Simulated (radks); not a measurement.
Valence configurations of Sr (all share [Kr]). Method: Dirac Kohn-Sham, PBEsol, spin-unpolarised, spherical densities, finite nucleus; open shells are shared between the two j in proportion to 2j + 1; Fermi nuclear charge, rms radius 4.224 fm; computed with a radial shooting solver on a logarithmic mesh with Libxc functionals. Energies are relative to 5s2; eigenvalues in eV.

valence,E (eV),e(4d3/2),e(4d5/2),e(5p1/2),e(5p3/2),e(5s1/2)
5s2,0.000,-,-,-,-,-3.536
4d2,4.732,-0.899,-0.867,-,-,-
4d1 5p1,4.443,-1.626,-1.582,-1.721,-1.665,-
4d1 5s1,2.333,-0.928,-0.891,-,-,-3.293
4d0.5 5s1.5,1.149,-1.062,-1.021,-,-,-3.377
4d0.5 5s0.5 5p1,3.352,-1.861,-1.812,-1.775,-1.712,-3.970
5s1.5 5p0.5,1.145,-,-,-1.607,-1.540,-3.875
5s1 5p1,2.313,-,-,-1.867,-1.798,-4.180
5p2,4.719,-,-,-2.307,-2.232,-
4d1.5 5s0.5,3.531,-0.883,-0.848,-,-,-3.266

NIST lists [Kr] 5s2 as the ground configuration; this level of theory agrees among the configurations tried. The energies are those of spherical spin-averaged densities, not of single terms.
